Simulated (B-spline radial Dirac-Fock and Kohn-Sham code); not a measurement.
# How the binding energies of Tb⁵⁸⁺ add up

System: Tb⁵⁸⁺ in the configuration 1s2 2s2 2p3; nuclear rms radius 5.06 fm (A = 159).

Input of the calculation (task.json; shells as n, l, electrons):

```json
{"items": [{
  "Z": 65,
  "q": 58,
  "cfg": [[1, 0, 2], [2, 0, 2], [2, 1, 3]],
  "A": 159,
  "rrms": 5.06,
  "do": ["binding"]
}]}
```

Launch: `python xray_run.py task.json out`

Level of theory: multi-electron Dirac-Fock with separately optimised hole states, Breit and Lamb-shift corrections added in first order; a radial B-spline solver. No correlation. Energies are counted from the vacuum level.

All terms are in eV, carry their sign (relaxation lowers the binding energy) and add up to the binding energy; ⟨r⟩ is the mean radius of the orbital in the initial state.

```tsv
subshell	−ε (Koopmans)	relaxation	Breit	QED	binding energy	⟨r⟩ (bohr)
K	57898.6	-13.89	-130.74	-78.19	57675.8	0.021
L1	13652.0	-1.39	-14.18	-11.66	13624.8	0.088
L2,3	12854.7	-1.81	-15.96	-0.77	12836.2	0.079
```

For the deepest level, K (1s), the Breit terms make up -0.227 % of the binding energy, QED -0.136 % and orbital relaxation -0.024 %.

Going to the tabulated ground configuration of the next ion removes an electron from L2,3 (2p), computed at 12836.2 eV. NIST lists 12563 ± 6 eV as the ionisation energy of this species (theoretical), -273.20 eV from the computed value. Where a p, d or f shell is open in either ion the computed value averages over both j values and all terms, while the table refers to the lowest levels; that difference holds spin-orbit splitting (largest in heavy or highly charged ions), term energies where several electrons share open shells, and correlation, and it can reach 10 % or more.
